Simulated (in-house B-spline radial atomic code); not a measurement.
**Mo: [Kr] 4d5 5s1**

All numbers are computed (Dirac-Kohn-Sham PBE, spherical fractional occupations; Fermi nucleus of rms radius 4.4091 fm) with a radial B-spline atomic code at the basis-set limit, not measured.

Screening seen three ways: the hydrogenic charge with the same mean radius, Z_r = [3n² - l(l+1)]/(2<r>), the one with the same energy, Z_e = n√(-2ε), and Slater's rules. Values are occupation-weighted means over j. An effective charge above Z reflects the relativistic contraction of the inner shells.

```tsv
shell	electrons	ε (eV)	<r> (bohr)	Z_r	Z_e	Slater
1s	2	-19812	0.03517	42.65	38.16	41.70
2s	2	-2797.6	0.1534	39.12	28.68	37.85
2p	6	-2502.6	0.1338	37.37	27.12	37.85
3s	2	-476.23	0.4287	31.49	17.75	30.75
3p	6	-379.3	0.4304	29.05	15.84	30.75
3d	10	-220.82	0.4153	25.28	12.09	20.85
4s	2	-64.314	1.108	21.67	8.70	14.25
4p	6	-38.513	1.238	18.58	6.73	14.25
5s	1	-4.0865	3.596	10.43	2.74	2.95
4d	5	-3.7551	2	10.50	2.10	4.60
```

The least bound orbital is 4d5/2 at -3.674 eV, while the most diffuse is 5s1/2 (<r> = 3.596 bohr against 2.013 bohr): energy order and size order differ.

Spin-orbit splittings of the orbital energies (j = l + 1/2 above j = l - 1/2 when positive): 2p 106.6 eV, 3p 17.54 eV, 3d 3.321 eV, 4p 2.482 eV, 4d 0.2039 eV.

For the 1s electron the small component carries 2.35 % of the norm, the zero-frequency Breit interaction raises the level by 38.71 eV, self-energy by 21.17 eV, and vacuum polarisation lowers it by 2.446 eV.
